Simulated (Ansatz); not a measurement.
Geometry optimisation, Ansatz, RKS BLYP/6-31G*.

input.yaml

```yaml
crystal:
  periodic: [false, false, false]
  atoms:
    - { symbol: Si, position_ang: [0.0, 0.0, 0.0] }
    - { symbol: H, position_ang: [0.8198, 0.0, 1.4434] }
    - { symbol: "N", position_ang: [1.9526, 0.0, 0.5176] }
    - { symbol: H, position_ang: [2.4509, -0.918, 0.3369] }
    - { symbol: H, position_ang: [2.4539, 0.918, 0.3453] }
    - { symbol: O, position_ang: [-0.7913, 1.3709, -0.5594] }
    - { symbol: H, position_ang: [-1.7491, 1.1401, -0.7818] }
    - { symbol: "N", position_ang: [-0.8572, -1.4851, -0.6061] }
    - { symbol: H, position_ang: [-1.3922, -2.1014, 0.0704] }
    - { symbol: H, position_ang: [-0.8219, -1.7344, -1.6357] }
basis:
  gaussian: { orbitals: "6-31G*" }
hamiltonian:
  xc: blyp
relax:
  f_tol: 0.15
  max_steps: 25
  restrain:
    - { distance: [1, 2], at: 1.06, k: 30.0 }
    - { distance: [0, 1], at: 2.66, k: 30.0 }
    - { distance: [0, 2], at: 3.02, k: 30.0 }
```

Command:

```bash
$ ansatz run input.yaml --threads 1 --pin off --max-ram 2048MiB --backend cpu --events-out ev --progress --plain --runs-dir out
```

Q: Where does it end, and by what steps?

A: It converged. The restraints hold the end off the free minimum. After 21 steps the energy has fallen by 2.727 eV (the restraints' own energy left out); H7 moved furthest, 1.19 Å. Parted: Si1–N3 (2.02 → 3.03 Å). Joined: H2–N3 (1.46 → 1.04 Å).

| step | energy less start (eV) | largest force component (eV/Å) | accepted |
| --- | --- | --- | --- |
| 0 | 0.0000 | 3.532 | yes |
| 1 | 0.7660 | 6.046 | yes |
| 2 | 1.2676 | 6.737 | yes |
| 3 | 0.5554 | 6.338 | yes |
| 4 | -0.8756 | 3.393 | yes |
| 5 | -1.7346 | 1.573 | yes |
| 6 | -2.0766 | 1.435 | yes |
| 7 | -2.2753 | 1.837 | yes |
| 8 | -2.3724 | 1.760 | yes |
| 9 | -2.4282 | 0.658 | yes |
| 10 | -2.4812 | 0.846 | yes |
| 11 | -2.5087 | 0.472 | yes |
| 12 | -2.5264 | 0.601 | yes |
| 13 | -2.5191 | 1.596 | no |
| 14 | -2.5673 | 0.572 | yes |
| 15 | -2.6104 | 0.856 | yes |
| 16 | -2.6505 | 1.411 | yes |
| 17 | -2.7081 | 0.450 | yes |
| 18 | -2.7198 | 0.428 | yes |
| 19 | -2.7014 | 0.696 | no |
| 20 | -2.7091 | 0.472 | no |
| 21 | -2.7269 | 0.438 | yes |

```xyz
10
Properties=species:S:1:pos:R:3
Si -0.915 -0.157 0.416
H 1.478 0.241 1.515
N 2.088 0.110 0.681
H 1.905 -0.844 0.346
H 1.722 0.738 -0.045
O -0.755 0.956 -0.886
H -0.845 1.881 -0.578
N -0.870 -1.599 -0.563
H -0.981 -2.536 -0.175
H -0.761 -1.600 -1.581
```

The run took 50 s on 1 thread of Arm Neoverse V2, on a shared host, peak memory 0.12 GiB.
